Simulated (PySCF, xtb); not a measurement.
BrFH₂InN, SMILES [F][In]([Br])[NH2]. One conformer was computed; it need not be the lowest.

Harmonic wavenumbers (cm⁻¹) from GFN2-xTB (xtb) at its own minimum, in rising order: 65, 86, 93, 155, 229, 347, 442, 689, 714, 1422, 3330, 3364.

What does PBE-D3(BJ)/def2-SVP run with PySCF give at its own minimum? (Estimate from the structure and the level; the computed values follow.)

83, 115, 116, 224, 248, 495, 586, 625, 820, 1473, 3406, 3513. Paired by order, the mean absolute difference is 75 cm⁻¹ and the zero-point energies are 15.6 and 16.7 kcal/mol.
